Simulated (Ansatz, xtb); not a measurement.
**CHClSn: where a starting geometry ends**

The starting geometry of this gas-phase singlet has its atoms placed at random.

```xyz
4

C     1.2930    0.3614   -0.8153
Cl   -0.2401   -0.2976   -0.9120
Sn    0.8527   -1.4995    0.3759
H    -0.6194    1.1187   -1.4125
```

Task: Guess where an optimisation with r2SCAN-D4/def2-SVP ends from this start.

Result: It ends as a structure with Cl2 bridging C1 and H4, given below by its coordinates. Distances that change by over a tenth: C1–Sn3 (2.25 → 1.94 Å), Cl2–H4 (1.55 → 1.39 Å). Contacts that open: Cl2–Sn3 (2.07 → 3.62 Å).

The energy falls by 5.29 eV over 15 steps:

| step | E − E(last) (eV) |
| --- | --- |
| 1 | 5.289 |
| 3 | 1.085 |
| 4 | 0.928 |
| 6 | 0.637 |
| 7 | 0.492 |
| 9 | 0.158 |
| 10 | 0.055 |
| 12 | 0.002 |
| 13 | 0.001 |
| 15 | 0.000 |

Final geometry (Å):

```xyz
4

C     0.6067   -0.5162   -0.4669
Cl   -0.4303    0.1481   -1.6238
Sn    1.7733   -1.4506    0.7646
H    -0.6635    1.5017   -1.4378
```

From the same start GFN2-xTB ends elsewhere, at `Cl[CH]=[Sn]`.

From so rough a start the end depends on the optimiser's path, so another program may land elsewhere. No frequencies were run, so the end isn't proven a minimum. Atoms past krypton carry core potentials, without spin–orbit terms. Run with Ansatz 0.2.0, 67 s on 1 thread of AMD EPYC (Zen 3), with other jobs on the host.
